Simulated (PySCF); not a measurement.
The same groups moved round the core (trisilane hydroxy+silyl). Isolated molecules, 0 K electronic values unless said otherwise. One relaxed conformer stands for each flexible species; it need not be the lowest. Strings in code marks are SMILES.

The S1 excitation (TDA) from two functionals at the same geometries (PBE0-D3(BJ)/def2-TZVP), both in PySCF: PBE-D3(BJ)/def2-TZVP and ωB97X-D3(BJ)/def2-TZVP. Excitations are Tamm–Dancoff values on a coarser integration grid. The basis has no diffuse functions, so Rydberg states are missing or too high.

```csv
species,PBE-D3(BJ)/def2-TZVP (eV),ωB97X-D3(BJ)/def2-TZVP (eV)
`O[SiH2][SiH2][SiH2][SiH3]`,5.47,6.49
"`[SiH3][Si@H](O)[SiH2][SiH3]` (H–O–Si–Si torsion 56°, Si–Si–Si–Si torsion 172°)",4.96,5.81
`O[Si]([SiH3])([SiH3])[SiH3]` (H–O–Si–Si torsion 60°),4.65,5.50
```

Over these rows, drawn at random from the members with no instability flagged (it was tested for open shells, ions and some series alone), PBE minus ωB97X-D3(BJ): mean -0.90 eV, from -1.02 eV to -0.84 eV.
